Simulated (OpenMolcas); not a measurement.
**Lines of In II: computed and rescaled rates**

| Item | Value |
| --- | --- |
| Program | OpenMolcas 26.06 |
| Method | MS-CASPT2, IPEA 0.25 Eh, imaginary shift 0.1 Eh (closed shells correlated: 4d) |
| Basis | ANO-RCC-VQZP [8s7p5d3f2g] |
| Scalar Hamiltonian | DKH2, point nucleus |
| Active space | 2 electrons in 4 orbitals (5s 5p) |
| State averaging | 2S+1 = 3 even, 3 roots; 2S+1 = 1 even, 7 roots; 2S+1 = 3 odd, 3 roots; 2S+1 = 1 odd, 3 roots |
| Spin-orbit coupling | state interaction with AMFI integrals over the reference wave functions, term energies averaged over their components |

Rates come from the transition moments of the reference wave functions (E1 and E2 in the length form). At fixed line strength A goes as λ^-3 for E1 and M1 and as λ^-5 for E2, so a rate at the computed wavelength can be rescaled to the measured one. Measured vacuum wavelengths follow from level energies in NIST Handbook of Basic Atomic Spectroscopic Data. Branching counts decays inside the model space alone, at computed energies, and the table is only a selection of the E1 lines, drawn from those between levels with measured partners whose computed energy lies within a factor of 1.5 of the measured one.

```json
{"Upper": "5p2 3P2 [65 %]", "Lower": "5s 5p 1P* 1", "Type": "E1", "λ computed (nm)": "244.3", "λ measured (nm)": "235.1", "A computed (s-1)": "1.83e+08", "A rescaled (s-1)": "", "Branching %": "11.6"}
{"Upper": "5p2 1D2 [65 %]", "Lower": "5s 5p 1P* 1", "Type": "E1", "λ computed (nm)": "228.7", "λ measured (nm)": "289.1", "A computed (s-1)": "4.78e+08", "A rescaled (s-1)": "2.37e+08", "Branching %": "38.8"}
{"Upper": "5p2 1S0", "Lower": "5s 5p 1P* 1", "Type": "E1", "λ computed (nm)": "173.7", "λ measured (nm)": "171.7", "A computed (s-1)": "2.45e+09", "A rescaled (s-1)": "2.54e+09", "Branching %": "98.8"}
{"Upper": "5p2 3P1", "Lower": "5s 5p 3P* 2", "Type": "E1", "λ computed (nm)": "172.6", "λ measured (nm)": "174.2", "A computed (s-1)": "7.90e+08", "A rescaled (s-1)": "7.68e+08", "Branching %": "38.5"}
{"Upper": "5p2 3P0", "Lower": "5s 5p 3P* 1", "Type": "E1", "λ computed (nm)": "170.4", "λ measured (nm)": "171.7", "A computed (s-1)": "1.96e+09", "A rescaled (s-1)": "1.92e+09", "Branching %": "99.6"}
{"Upper": "5p2 3P2 [65 %]", "Lower": "5s 5p 3P* 2", "Type": "E1", "λ computed (nm)": "169.8", "λ measured (nm)": "167.4", "A computed (s-1)": "9.76e+08", "A rescaled (s-1)": "1.02e+09", "Branching %": "62.1"}
{"Upper": "5p2 3P1", "Lower": "5s 5p 3P* 1", "Type": "E1", "λ computed (nm)": "166.6", "λ measured (nm)": "167", "A computed (s-1)": "5.25e+08", "A rescaled (s-1)": "5.21e+08", "Branching %": "25.6"}
{"Upper": "5p2 3P2 [65 %]", "Lower": "5s 5p 3P* 1", "Type": "E1", "λ computed (nm)": "164.1", "λ measured (nm)": "160.7", "A computed (s-1)": "4.14e+08", "A rescaled (s-1)": "4.41e+08", "Branching %": "26.3"}
{"Upper": "5p2 3P1", "Lower": "5s 5p 3P* 0", "Type": "E1", "λ computed (nm)": "164.1", "λ measured (nm)": "164", "A computed (s-1)": "7.35e+08", "A rescaled (s-1)": "7.36e+08", "Branching %": "35.9"}
{"Upper": "5p2 1D2 [65 %]", "Lower": "5s 5p 3P* 2", "Type": "E1", "λ computed (nm)": "162.1", "λ measured (nm)": "193.1", "A computed (s-1)": "5.92e+08", "A rescaled (s-1)": "", "Branching %": "48.1"}
{"Upper": "5p2 1D2 [65 %]", "Lower": "5s 5p 3P* 1", "Type": "E1", "λ computed (nm)": "156.9", "λ measured (nm)": "184.2", "A computed (s-1)": "1.62e+08", "A rescaled (s-1)": "", "Branching %": "13.1"}
{"Upper": "5p2 1S0", "Lower": "5s 5p 3P* 1", "Type": "E1", "λ computed (nm)": "128.9", "λ measured (nm)": "128.3", "A computed (s-1)": "2.88e+07", "A rescaled (s-1)": "", "Branching %": "1.2"}
```

Spin-changing lines and M1 lines between different terms are not rescaled, since their strength hangs on the term gaps too.

The largest correction is for 5p2 1D2 [65 %] → 5s 5p 1P* 1 (E1): 4.78e+08 × (228.7 / 289.1)^3 = 2.37e+08 s-1, a factor of 0.50.

The computed rate and branching of 5p2 3P0 → 5s 5p 3P* 1 give the upper level a radiative lifetime of 0.996 / 1.96e+09 s-1 = 5.08e-10 s, counting decays inside the model space alone. The rescaled rate gives about 5.2e-10 s.

The computed order of these levels differs from the measured one in 1 place, and where term gaps are wrong the rates of spin-changing lines can be off by large factors.

No measured rate stands beside these. Rescaling mends the energy factor alone: line strengths can still be far off where a level mixes with configurations outside the active space, and weak or spin-changing lines hang on small mixing coefficients that depend on the term gaps too, so rescaling need not improve them.

CASPT2 breaks the degeneracy within a term, and the mean is taken; among the terms shown or strongly mixed into the levels shown the widest spread is 14 cm-1 (5p2 1D). Some levels mix across a computed gap that differs much from the measured one, so their mixing is not that of the real levels. The ¹D term of p² mixes with s d, which this space lacks. Computed and measured levels are paired by configuration, term and J; levels that our copy of the source lacks, or whose pairing is in doubt (as where it misses far off the trend of its configuration), stay unpaired. Levels of configurations outside the active space are missing.

A share in square brackets marks a mixed level and gives the weight of the term that names it. * marks odd parity.
